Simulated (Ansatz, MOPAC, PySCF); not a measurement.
C2H3Cl3Sn, SMILES `[Sn]([Cl])([CH]=C)([Cl])[Cl]`, neutral singlet in the gas phase. In the def2 sets core potentials replace the inner electrons of Sn.

Cartesian coordinates (Å):
SMILES: C=[CH][Sn]([Cl])([Cl])[Cl]
```xyz
9

C     -1.6599    -0.0321     0.4652
C     -0.7063     0.6301    -0.1901
Sn     1.2625    -0.1341    -0.2322
Cl     2.0299    -0.6100    -2.3832
Cl     2.8373     1.2993     0.7206
Cl     1.2963    -2.1269     0.9882
H     -1.4628    -0.9722     0.9921
H     -2.6881     0.3465     0.4998
H     -0.9018     1.5697    -0.7169
```
Charge 0, spin multiplicity 1.

All levels are single points at this geometry (PBE0-D3(BJ)/def2-SVP); Pople sets use spherical d functions. Orbital energies aren't observables, and empty levels follow the basis.

HF/6-31G* (LANL2DZ on Sn) in PySCF gives HOMO (eV) = -11.66.

Estimate the HOMO (eV) from each of these levels: B3LYP-D3(BJ)/def2-TZVP in Ansatz (an electronic-structure program); PBE-D3(BJ)/def2-TZVP in Ansatz; AM1 in MOPAC; PM6 in MOPAC; PM7 in MOPAC.


```csv
level,HOMO (eV)
B3LYP-D3(BJ)/def2-TZVP in Ansatz,-8.80
PBE-D3(BJ)/def2-TZVP in Ansatz,-7.75
AM1 in MOPAC,-10.90
PM6 in MOPAC,-11.35
PM7 in MOPAC,-11.20
```
